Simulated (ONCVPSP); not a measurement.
## cerium (Ce): excitation energies, all-electron against ONCV

- Element: Ce (Z = 58)
- Generator: ONCVPSP 4.0.1
- Type: optimised norm-conserving Vanderbilt (ONCV)
- Functional: PBE
- Relativity: fully relativistic
- Frozen core: [Kr] 4d10 4f1
- Valence charge: 11
- Reference configuration: 5s2 5p6 5d1.5 6s1.5
- Partial waves: 5s+6s: rc 2.45 bohr, ncon 4, nbas 7, qcut 5.1 1/bohr, 2 projectors; 5p: rc 2.95 bohr, ncon 4, nbas 8, qcut 3.7 1/bohr, 2 projectors, debl 2.7 Ha; 5d: rc 2.65 bohr, ncon 4, nbas 8, qcut 3.5 1/bohr, 2 projectors, debl 3.2 Ha
- Local potential: polynomial inside 1.95 bohr (lpopt 5, dvloc0 1 Ha)
- Core correction: polynomial model core, fcfact 0.55

Open shells are filled in proportion to 2j + 1.

Energies are relative to the spin-unpolarised reference configuration 5s2 5p6 5d1.5 6s1.5; without spin polarisation the order of configurations can differ from experiment.

Give the all-electron excitation energy and the error of the potential for: 5s2 5p6 5d1 6s2; 5s2 5p6 5d1 6s1; 5s2 5p6 5d1 6s0; 5s2 5p6 5d1 6s0 6p2.

| valence configuration | charge | ΔE all-electron (eV) | error AE − PS (meV) |
| --- | --- | --- | --- |
| 5s2 5p6 5d1 6s2 | 0 | -0.398 | -1.8 |
| 5s2 5p6 5d1 6s1 | +1 | 5.673 | -3.5 |
| 5s2 5p6 5d1 6s0 | +2 | 16.752 | -14 |
| 5s2 5p6 5d1 6s0 6p2 | 0 | 4.583 | +7.7 |

Levels in the configuration 5s2 5p6 5d1 6s0 6p2:

```
   level  all-electron (eV)  pseudo (eV)
5s j=1/2            -42.721      -42.728
5p j=3/2            -24.523      -24.527
5p j=1/2            -27.283      -27.288
5d j=5/2             -4.665       -4.667
5d j=3/2             -4.893       -4.894
6p j=3/2             -2.237       -2.240
6p j=1/2             -2.447       -2.448
```

These tests converged, but a pseudo level misses the all-electron one widely, so the file describes the atom poorly there or has found another state: 5s2 5p6 5d1 6s0 6p2: empty 6s by 8.9 eV.

Note: no bound ghost flagged; GHOST(+) flagged for s at 135.5 eV.
